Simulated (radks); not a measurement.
Effect of the nuclear size on the strontium ion Sr2+, [Kr]. Method: Dirac Kohn-Sham, exchange-only LDA, spin-unpolarised, spherical densities, finite nucleus; Fermi nuclear charge, rms radius 4.224 fm; computed with a radial shooting solver on a logarithmic mesh with Libxc functionals. The rms radius is varied about that value; shifts are against it.

rms radius (fm)  total energy shift (eV)  density at nucleus (e/bohr^3)  1s1/2 shift (meV)  2s1/2 shift (meV)  3p1/2 shift (meV)  4s1/2 shift (meV)  5s1/2 (empty) shift (meV)
3.4932                            -0.262                      6.172e+04               -111              -11.5              0.171             -0.257                     -0.040
3.9917                           -0.0882                      6.099e+04              -37.4              -3.86              0.058             -0.086                     -0.013
4.224                                  0                      6.069e+04              0.000              0.000              0.000              0.000                      0.000
4.3887                            0.0653                      6.048e+04               27.7               2.86             -0.043              0.064                      0.010
5.2716                             0.454                      5.951e+04                192               19.8             -0.297              0.444                      0.069

Slopes of the eigenvalues against <r^2> in GHz/fm^2, as finite differences over the two radii next to the reference (eigenvalue slopes, not the field-shift constants of lines): 1s1/2 4730, 2s1/2 488, 3p1/2 -7.29, 4s1/2 10.9.
